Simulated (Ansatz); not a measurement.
`OCBBr` + `O=CF` → `O=CBBr` + `OCF`  (formal exchange of groups at a B–C bond)

Isolated molecules relaxed with PBE0-D4/def2-TZVP in Ansatz; ΔE leaves out vibrations. CCSD(T)/CBS adds triple-zeta CCSD(T) − MP2 to the extrapolated MP2 energy (def2 sets, frozen cores). This one scheme is used for every species. Functionals use def2-TZVPP. For Br outer-core shells are correlated without core-valence functions, which leaves a few kJ/mol of doubt a bond. Scalar relativity is left out up to krypton. One conformer a species, not always the lowest.

`OCBBr`:

```xyz
8

O     1.047    0.710   -0.954
C     0.279    0.592    0.213
B    -0.662   -0.622    0.399
Br   -0.779   -1.964   -0.955
H     0.863   -0.049   -1.517
H    -0.351    1.491    0.343
H     0.937    0.607    1.101
H    -1.334   -0.765    1.370
```

`O=CF`:

Z-matrix (Å, degrees):
```
C
O 1 1.174
F 1 1.336 2 122.9
H 1 1.097 2 127.8 3 -180.0
```

`O=CBBr`:

```xyz
6

O    -1.488    0.883   -0.397
C    -0.687    0.375    0.355
B     0.674   -0.115   -0.275
Br    0.975   -1.982   -0.350
H    -0.945    0.217    1.426
H     1.470    0.622   -0.759
```

`OCF`:

Cartesian coordinates in Å:
```
O 0.624 -0.844 0.263
C -0.009 0.275 -0.209
F -0.371 1.115 0.826
H -0.014 -1.403 0.715
H -0.932 0.046 -0.755
H 0.702 0.811 -0.840
```

| level | ΔE (kJ/mol) |
| --- | --- |
| PBE-D4 | 76.6 |
| BLYP-D4 | 67.7 |

Problem. What does CCSD(T)/CBS give? (An estimate is asked.)

Solution. Ansatz gave: +67.5 kJ/mol. The listed levels differ from it by 9.1, 0.2 kJ/mol.

Largest T1 diagnostic among the species: 0.016.

In def2-TZVPP, CCSD(T) changes the Hartree–Fock value by +10.9 kJ/mol (the triples alone add +2.0 kJ/mol) and MP2 by +17.6 kJ/mol. Leaving LDA and LC-ωPBE aside and taking each functional with its dispersion term where it has one, the values, not all of them listed here, spread over 11.2 kJ/mol, from BHLYP-D4 to r2SCAN-D4. LDA lies +15.3 kJ/mol from PBE without D4.
